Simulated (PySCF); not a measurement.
Point-charge models of `C[C@@H]1CCN([Si@@H](C)P)C1` against its computed dipole.

Coordinates (GFN2-xTB, Å) and charges (e) from the PBE0/pcSseg-1 density (PySCF):

```json
{"atom": "C1", "x": "3.154", "y": "-0.835", "z": "0.439", "Mulliken": "-0.1792", "IAO": "-0.4182", "Hirshfeld": "-0.1165", "ESP-fitted": "-0.6673"}
{"atom": "C2", "x": "1.944", "y": "-0.502", "z": "-0.419", "Mulliken": "-0.4506", "IAO": "-0.0992", "Hirshfeld": "-0.0192", "ESP-fitted": "+0.3738"}
{"atom": "C3", "x": "1.763", "y": "0.995", "z": "-0.685", "Mulliken": "-0.1617", "IAO": "-0.2630", "Hirshfeld": "-0.0714", "ESP-fitted": "-0.1542"}
{"atom": "C4", "x": "0.302", "y": "1.072", "z": "-1.107", "Mulliken": "+0.0567", "IAO": "-0.1413", "Hirshfeld": "-0.0297", "ESP-fitted": "-0.1930"}
{"atom": "N5", "x": "-0.362", "y": "0.079", "z": "-0.281", "Mulliken": "-0.8518", "IAO": "-0.5362", "Hirshfeld": "-0.1849", "ESP-fitted": "-0.2518"}
{"atom": "Si6", "x": "-2.050", "y": "-0.190", "z": "-0.255", "Mulliken": "+0.7264", "IAO": "+0.8689", "Hirshfeld": "+0.3403", "ESP-fitted": "+0.7360"}
{"atom": "C7", "x": "-2.560", "y": "-0.745", "z": "1.496", "Mulliken": "-0.6186", "IAO": "-0.7257", "Hirshfeld": "-0.2185", "ESP-fitted": "-0.8916"}
{"atom": "P8", "x": "-2.970", "y": "1.744", "z": "-0.944", "Mulliken": "-0.2693", "IAO": "-0.1288", "Hirshfeld": "-0.0303", "ESP-fitted": "-0.4808"}
{"atom": "C9", "x": "0.607", "y": "-0.874", "z": "0.233", "Mulliken": "+0.1632", "IAO": "-0.1505", "Hirshfeld": "-0.0257", "ESP-fitted": "-0.2416"}
{"atom": "H10", "x": "3.215", "y": "-1.906", "z": "0.615", "Mulliken": "+0.1153", "IAO": "+0.1400", "Hirshfeld": "+0.0409", "ESP-fitted": "+0.1637"}
{"atom": "H11", "x": "4.068", "y": "-0.514", "z": "-0.057", "Mulliken": "+0.1160", "IAO": "+0.1418", "Hirshfeld": "+0.0418", "ESP-fitted": "+0.1554"}
{"atom": "H12", "x": "3.091", "y": "-0.332", "z": "1.402", "Mulliken": "+0.1042", "IAO": "+0.1356", "Hirshfeld": "+0.0391", "ESP-fitted": "+0.1648"}
{"atom": "H13", "x": "2.028", "y": "-1.021", "z": "-1.379", "Mulliken": "+0.1218", "IAO": "+0.1288", "Hirshfeld": "+0.0372", "ESP-fitted": "+0.0092"}
{"atom": "H14", "x": "1.922", "y": "1.555", "z": "0.238", "Mulliken": "+0.1117", "IAO": "+0.1307", "Hirshfeld": "+0.0381", "ESP-fitted": "+0.0741"}
{"atom": "H15", "x": "2.438", "y": "1.374", "z": "-1.449", "Mulliken": "+0.1227", "IAO": "+0.1393", "Hirshfeld": "+0.0436", "ESP-fitted": "+0.0634"}
{"atom": "H16", "x": "0.201", "y": "0.830", "z": "-2.174", "Mulliken": "+0.1063", "IAO": "+0.1143", "Hirshfeld": "+0.0259", "ESP-fitted": "+0.0679"}
{"atom": "H17", "x": "-0.143", "y": "2.057", "z": "-0.942", "Mulliken": "+0.1359", "IAO": "+0.1337", "Hirshfeld": "+0.0303", "ESP-fitted": "+0.1354"}
{"atom": "H18", "x": "-2.515", "y": "-1.219", "z": "-1.217", "Mulliken": "-0.0874", "IAO": "-0.1642", "Hirshfeld": "-0.0998", "ESP-fitted": "-0.1543"}
{"atom": "H19", "x": "-2.075", "y": "-1.678", "z": "1.763", "Mulliken": "+0.1366", "IAO": "+0.1544", "Hirshfeld": "+0.0403", "ESP-fitted": "+0.2287"}
{"atom": "H20", "x": "-3.633", "y": "-0.903", "z": "1.553", "Mulliken": "+0.1375", "IAO": "+0.1552", "Hirshfeld": "+0.0392", "ESP-fitted": "+0.2066"}
{"atom": "H21", "x": "-2.293", "y": "-0.005", "z": "2.246", "Mulliken": "+0.1394", "IAO": "+0.1546", "Hirshfeld": "+0.0396", "ESP-fitted": "+0.1997"}
{"atom": "H22", "x": "-2.867", "y": "2.382", "z": "0.278", "Mulliken": "+0.0524", "IAO": "-0.0068", "Hirshfeld": "-0.0119", "ESP-fitted": "+0.1310"}
{"atom": "H23", "x": "-4.261", "y": "1.337", "z": "-0.676", "Mulliken": "+0.0554", "IAO": "-0.0044", "Hirshfeld": "-0.0120", "ESP-fitted": "+0.1373"}
{"atom": "H24", "x": "0.676", "y": "-0.778", "z": "1.324", "Mulliken": "+0.1045", "IAO": "+0.1182", "Hirshfeld": "+0.0286", "ESP-fitted": "+0.1089"}
{"atom": "H25", "x": "0.311", "y": "-1.901", "z": "0.006", "Mulliken": "+0.1126", "IAO": "+0.1229", "Hirshfeld": "+0.0345", "ESP-fitted": "+0.0784"}
```

Q: Compute μ = Σ q r for each scheme (1 e·Å = 4.803 D) and compare with the dipole of the full density.

A: The full density gives (1.25, -0.76, 1.10) D, 1.83 D in size; dipole vectors point from the negative to the positive end.

| scheme | μx | μy | μz | size (D) | share of the full size (%) | angle to the full dipole (°) |
| --- | --- | --- | --- | --- | --- | --- |
| Mulliken | 1.71 | -0.74 | 0.48 | 1.92 | 105 | 24 |
| IAO | 0.84 | -0.35 | -0.54 | 1.06 | 58 | 68 |
| Hirshfeld | 0.92 | -0.02 | -0.13 | 0.93 | 51 | 53 |
| ESP-fitted | 1.24 | -0.74 | 1.08 | 1.80 | 98 | 0 |

Q: Which set comes closest?

A: Length of the difference vector: ESP-fitted 0.03 D, Mulliken 0.77 D, Hirshfeld 1.48 D, IAO 1.74 D. Closest: ESP-fitted. 

Q: What is left for the Hirshfeld atoms' own dipoles?

A: The shares of the density sum to the whole, so what Σ q r misses lies in dipoles about the nuclei. The atomic dipoles sum to (1.25, -0.76, 1.10) − (0.92, -0.02, -0.13) = (0.33, -0.74, 1.23) D, 1.48 D in size.

Q: With the origin at the mean of the coordinates, (0.000, 0.001, 0.000) Å, which are the largest single terms, by size, of the Mulliken dipole along the direction of the full one?

A: Si6 -5.14, P8 +4.29, C2 -2.78, C1 -2.38, H10 +1.86 D; all 25 atoms together +1.76 D. The single terms depend on the origin, their sum doesn't.

Q: Give the size of the full dipole in other units.

A: 1.83 D = 0.721 au = 0.381 e·Å = 6.11 × 10⁻³⁰ C·m.

Isolated species at its GFN2-xTB geometry (one conformer only).
